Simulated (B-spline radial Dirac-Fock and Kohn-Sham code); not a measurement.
Method: Dirac-Fock ΔSCF + Breit + QED. Computed with an atomic code on a B-spline grid. Correlation energy is missing from these numbers.

**Question.** An atom or ion in its tabulated ground configuration has these computed binding energies (the last is its least bound level). Which is it?

```
level  binding energy (eV)
    K              42536.9
   L2               8209.2
   L3               7760.6
   M1               3157.9
   M2               3005.5
   M3               2899.6
 M4,5               2688.0
```

**Answer.** Ce³⁸⁺: Z = 58 with 20 electrons, [Ar] 3d2. The hydrogen-like estimate √(E/Ry) = 55.9 for the K level lies 2.1 below Z (screening lowers it, relativity raises it); the outermost level, at 2688.0 eV, fixes the charge.
